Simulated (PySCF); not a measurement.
Compound: C6H12OP2.
SMILES with atom numbers: `[CH3:1]/[CH:2]=[CH:3]/[P@@:4]([CH3:5])(=[O:6])/[CH:7]=[CH:8]/[PH2:9]` (hydrogens: H10, H11, H12 on C1; H13 on C2; H14 on C3; H15, H16, H17 on C5; H18 on C7; H19 on C8; H20, H21 on P9)

Geometry (PBE0-D3(BJ)/def2-SVP, Å), atoms numbered from 1 in this order:
```xyz
21
C6H12OP2 angstrom
C      3.6840    1.1351    0.8231
C      2.4677    0.2837    0.7140
C      1.5186    0.3880   -0.2237
P      0.1155   -0.7424   -0.1635
C      0.0344   -1.4907   -1.8164
O      0.1927   -1.7292    0.9651
C     -1.3465    0.3187   -0.0562
C     -2.1799    0.1249    0.9743
P     -3.7786    0.9421    1.2612
H      4.5962    0.5170    0.7806
H      3.7077    1.6515    1.7972
H      3.7363    1.8908    0.0262
H      2.3288   -0.5018    1.4699
H      1.5739    1.1479   -1.0138
H     -0.0401   -0.7273   -2.6051
H     -0.8449   -2.1496   -1.8571
H      0.9420   -2.0918   -1.9713
H     -1.5143    1.0991   -0.8091
H     -1.9197   -0.6854    1.6717
H     -3.5000    1.4258    2.5757
H     -3.4888    2.1805    0.6133
```

Computed with PySCF at PBE0/pcSseg-1, non-relativistic, on one gas-phase PBE0-D3(BJ)/def2-SVP geometry that isn't relaxed in the solvent. The solvent is an IEF-PCM continuum (Bondi radii, 1.10 Å for H, scaled by 1.2). Only the electrostatic response of the medium enters.

Gas phase at PBE0/pcSseg-1: HOMO -7.10 eV, LUMO -0.94 eV, dipole 3.97 D.

Task: What does the continuum do to the energy, the frontier levels and the dipole at PBE0/pcSseg-1 in benzene and chloroform?

Result: 
| solvent | ε | E(solvent) − E(gas) (kcal/mol) | polarisation term (kcal/mol) | distortion of the solute (kcal/mol) | HOMO (eV) | LUMO (eV) | dipole (D) |
| --- | --- | --- | --- | --- | --- | --- | --- |
| benzene | 2.271 | -4.60 | -4.97 | 0.37 | -7.06 | -0.88 | 4.58 |
| chloroform | 4.711 | -7.40 | -8.41 | 1.01 | -7.05 | -0.87 | 5.01 |

The polarisation term is half the interaction of the solute with the surface charges that it induces; the rest is the cost of distorting the solute's density. The sum is the electrostatic part of solvation alone. From benzene to chloroform the lowering changes by a factor 1.61, Onsager's factor (ε − 1)/(2ε + 1) by 1.55 and ε itself by 2.1.

Task: Which radius a makes the point-dipole formula ΔE = −[(ε − 1)/(2ε + 1)]·μ²/a³ give the value in chloroform, with the gas-phase dipole?

Result: μ = 1.563 au and |ΔE| = 0.01179 Eh give a = 2.22 Å; the farthest nucleus lies 4.69 Å from the centroid of the nuclei, so such a sphere wouldn't even hold the nuclei. The formula assumes a rigid point dipole at the centre of a sphere.

Task: Give the dipole vector in the frame of the coordinates (D, pointing from negative to positive charge), gas and chloroform.

Result: Gas (1.21, 3.14, -2.11), solvent (1.35, 3.95, -2.77). Its length changes by +26 % and its direction by 2°.

Task: Which Mulliken charges (PBE0/pcSseg-1) respond most in benzene (means over atoms taken as equivalent)?

Result: 
```json
{"atoms": "O6", "environment": "phosphoryl oxygen", "gas (e)": "-0.631", "solvent (e)": "-0.664", "change": "-0.033"}
{"atoms": "P9", "environment": "phosphine phosphorus", "gas (e)": "+0.165", "solvent (e)": "+0.148", "change": "-0.017"}
{"atoms": "H18", "environment": "vinylic hydrogen", "gas (e)": "+0.130", "solvent (e)": "+0.141", "change": "+0.011"}
{"atoms": "H14", "environment": "vinylic hydrogen", "gas (e)": "+0.125", "solvent (e)": "+0.136", "change": "+0.011"}
{"atoms": "H20/H21", "environment": "P–H hydrogen", "gas (e)": "+0.047", "solvent (e)": "+0.057", "change": "+0.010"}
{"atoms": "C2", "environment": "alkene CH carbon", "gas (e)": "-0.188", "solvent (e)": "-0.194", "change": "-0.006"}
{"atoms": "H15/H16/H17", "environment": "methyl hydrogen", "gas (e)": "+0.154", "solvent (e)": "+0.160", "change": "+0.006"}
{"atoms": "H13", "environment": "vinylic hydrogen", "gas (e)": "+0.143", "solvent (e)": "+0.137", "change": "-0.006"}
```

Task: Which Mayer bond orders change most in benzene?

Result: 
```
  bond  length (Å)    gas  solvent  change
 P4–O6       1.501  1.798    1.764  -0.034
 C2–C3       1.338  1.870    1.860  -0.010
 C3–P4       1.803  0.900    0.909  +0.009
 P4–C5       1.816  0.986    0.995  +0.009
 P4–C7       1.810  0.882    0.890  +0.008
 C7–C8       1.339  1.862    1.855  -0.007
 C8–P9       1.818  0.990    0.987  -0.003
C2–H13       1.099  0.938    0.941  +0.003
```

Task: How do the nuclear quadrupole coupling constants eQVzz/h respond in benzene?

Result: 
| nucleus | Q (barn) | gas (MHz) | solvent (MHz) | η gas | η solvent |
| --- | --- | --- | --- | --- | --- |
| 17O at O6 | -0.0256 | -6.05 | -5.99 | 0.09 | 0.09 |
